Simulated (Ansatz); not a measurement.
Geometry optimisation, DFT PBEsol, scalar-relativistic, plane waves, PAW in Ansatz.

Input file:

```yaml
accuracy: low
crystal:
  lattice:
    - [0.0, 5.43, 5.43]
    - [5.43, 0.0, 5.43]
    - [5.43, 5.43, 0.0]
  atoms:
    - { symbol: Si, position: [0.0, 0.0, 0.0] }
    - { symbol: Si, position: [0.125, 0.125, 0.125] }
    - { symbol: Si, position: [0.0, 0.0, 0.5] }
    - { symbol: Si, position: [0.125, 0.125, 0.625] }
    - { symbol: Si, position: [0.0, 0.5, 0.0] }
    - { symbol: Si, position: [0.125, 0.625, 0.125] }
    - { symbol: Si, position: [0.0, 0.5, 0.5] }
    - { symbol: Si, position: [0.125, 0.625, 0.625] }
    - { symbol: Si, position: [0.5, 0.0, 0.0] }
    - { symbol: Si, position: [0.625, 0.125, 0.125] }
    - { symbol: Si, position: [0.5, 0.0, 0.5] }
    - { symbol: Si, position: [0.625, 0.125, 0.625] }
    - { symbol: Si, position: [0.5, 0.5, 0.0] }
    - { symbol: Si, position: [0.625, 0.625, 0.125] }
    - { symbol: Si, position: [0.5, 0.5, 0.5] }
    - { symbol: Si, position: [0.625, 0.625, 0.625] }
    - { symbol: Ti, position: [0.8106019, 0.3191385, 0.8088184] }
basis:
  ecutwfc: 420.0
kpoints:
  mp_grid: { grid: [2, 2, 2] }
hamiltonian:
  xc: pbesol
  pseudopotentials: { kind: paw, azcp: { folder: soft_1 } }
scf:
  occupations: { method: fermi_dirac, width: 0.02 }
  lower_state_search: "off"
relax:
  f_tol: 0.08
  max_steps: 25
  adjacent_minimum: "off"
```

Launched with:

```bash
$ ansatz run input.yaml --threads 1 --pin off --max-ram 3072MiB --backend cpu --events-out ev --progress --plain --runs-dir out
```

Task: Where does it end, and by what steps?

Result: It converged. The force dipped under the threshold on the way, but the program's further checks kept it going. Limits of this set-up: coarse k mesh, PAW files made for another functional, low accuracy level. After 11 steps the energy has fallen by 3.225 eV; Ti17 moved furthest, 1.09 Å. Joined: Si2–Ti17 (3.55 → 2.76 Å).

```json
{"step": "0", "energy less start (eV)": "0.0000", "largest force component (eV/Å)": "3.397", "accepted": "yes"}
{"step": "1", "energy less start (eV)": "-1.1819", "largest force component (eV/Å)": "1.265", "accepted": "yes"}
{"step": "2", "energy less start (eV)": "-1.4370", "largest force component (eV/Å)": "0.125", "accepted": "yes"}
{"step": "3", "energy less start (eV)": "-1.4742", "largest force component (eV/Å)": "0.236", "accepted": "yes"}
{"step": "4", "energy less start (eV)": "-1.5389", "largest force component (eV/Å)": "0.455", "accepted": "yes"}
{"step": "5", "energy less start (eV)": "-1.8272", "largest force component (eV/Å)": "1.009", "accepted": "yes"}
{"step": "6", "energy less start (eV)": "-2.2095", "largest force component (eV/Å)": "1.005", "accepted": "yes"}
{"step": "7", "energy less start (eV)": "-2.6206", "largest force component (eV/Å)": "0.830", "accepted": "yes"}
{"step": "8", "energy less start (eV)": "-3.0148", "largest force component (eV/Å)": "0.457", "accepted": "yes"}
{"step": "9", "energy less start (eV)": "-3.2132", "largest force component (eV/Å)": "0.115", "accepted": "yes"}
{"step": "10", "energy less start (eV)": "-3.2247", "largest force component (eV/Å)": "0.028", "accepted": "yes"}
{"step": "11", "energy less start (eV)": "-3.2247", "largest force component (eV/Å)": "0.027", "accepted": "yes"}
```

```xyz
17
Lattice="0.0000 5.4300 5.4300 5.4300 0.0000 5.4300 5.4300 5.4300 0.0000" Properties=species:S:1:pos:R:3
Si -0.080 -0.006 -0.079
Si 1.313 1.348 1.314
Si 2.689 2.667 -0.049
Si 3.997 4.035 1.337
Si 2.707 -0.014 2.707
Si 4.025 1.283 4.026
Si 5.336 2.628 2.732
Si 6.734 4.026 4.069
Si -0.049 2.667 2.689
Si 1.336 4.035 3.997
Si 2.702 5.422 2.702
Si 4.041 6.766 4.041
Si 2.731 2.628 5.337
Si 4.069 4.026 6.735
Si 5.376 5.413 5.377
Si 6.754 6.723 6.755
Ti 6.743 9.445 6.744
```

The run took 65 s on 1 thread of Arm Neoverse V2 (shared host), peak memory 0.55 GiB.
